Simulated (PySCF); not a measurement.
A series of related compounds: SMILES CCC1=CC[P@@H](=O)C1, C$_{6}$H$_{11}$OP; `CC1=CC[P@](=O)(CC#N)C1`, C$_{7}$H$_{10}$NOP; `C#CC[P@@]1(=O)CC=C(C)C1`, C$_{8}$H$_{11}$OP; SMILES CC1=CC[P@@H](=O)C1, C$_{5}$H$_{9}$OP; SMILES CC[P@@]1(=O)CC=C(C)C1, C$_{7}$H$_{13}$OP.

- coordinates at the GFN2-xTB level
- GIAO PBE0/pcSseg-1 shieldings
- run in PySCF 2.14.0 with density-fitted response routines
- a single conformation, gas phase, fast rotation and ring inversion assumed for equivalent nuclei, non-relativistic

References, each an isolated molecule treated in the same way: 31P vs H3PO4; 17O vs H2O.

Q: How does the 31P shift change along the series?

A: 
| compound | change | δ (ppm) | HOMO–LUMO gap (eV) |
| --- | --- | --- | --- |
| CCC1=CC[P@@H](=O)C1 | CH3 replaced by C2H5 | 20.0 | 7.38 |
| CC1=CC[P@](=O)(CC#N)C1 | H replaced by CH2CN | 42.8 | 7.35 |
| C#CC[P@@]1(=O)CC=C(C)C1 | H replaced by propargyl | 40.9 | 7.52 |
| CC1=CC[P@@H](=O)C1 | base | 17.7 | 7.47 |
| CC[P@@]1(=O)CC=C(C)C1 | H replaced by C2H5 | 46.9 | 7.36 |

Q: How does the 17O shift change along the series?

A: 
```
               compound                   change  δ (ppm)  HOMO–LUMO gap (eV)
    CCC1=CC[P@@H](=O)C1     CH3 replaced by C2H5    111.1                7.38
 CC1=CC[P@](=O)(CC#N)C1      H replaced by CH2CN    132.8                7.35
C#CC[P@@]1(=O)CC=C(C)C1  H replaced by propargyl    131.7                7.52
     CC1=CC[P@@H](=O)C1                     base    106.5                7.47
  CC[P@@]1(=O)CC=C(C)C1       H replaced by C2H5    122.4                7.36
```
